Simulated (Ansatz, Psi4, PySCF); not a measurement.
Br$_{3}$Ti (SMILES [Br][Ti+]([Br])[Br]), charge +1, singlet, at a GFN2-xTB geometry (such geometries of metal compounds can be far from the true shape) (the multiplicity is a formal guess). Base run: BLYP/6-31G** in PySCF.

Geometry (Å):
```xyz
4

Ti    -0.4040     0.3633     0.7275
Br    -1.5109    -1.3835    -0.3855
Br     0.0560     1.7745    -1.0925
Br     1.7088    -0.6194     1.0207
```
Charge +1, spin multiplicity 1.
All else is at PySCF's defaults.

The same geometry, method and basis name were run in Ansatz (a program for electronic structure) and Psi4 and PySCF, at each program's defaults and at the settings that a row names. The base is PySCF at its defaults. Differences at the defaults can come from grids, fitting, cores and function types together.

| code and settings | ΔE vs base (mEh) | basis functions | E (Eh) | SCF cycles | outcome |
|---|---|---|---|---|---|
| PySCF, defaults (exact integrals, its default grid, spherical functions) | 0.000 | 130 | -8570.93822 | 27 | converged |
| Psi4, defaults (density fitting with its default set, its default grid, Cartesian functions) | -40.055 | 144 | -8570.97828 | 18 | converged |
| Ansatz, defaults (factorised integrals, its default grid, Cartesian functions) | -34.841 | 141 | -8570.97306 | - | converged |
| PySCF, density fitting with def2-universal-jkfit | - | 130 | - | 50 | not converged |
| PySCF, fine grid | 0.015 | 130 | -8570.93821 | 25 | converged |
| Psi4, exact integrals, spherical functions, fine grid | - | 130 | - | - | not converged |
| Ansatz, high accuracy, Cartesian functions as the basis file defines them | -34.839 | 141 | -8570.97306 | - | converged |
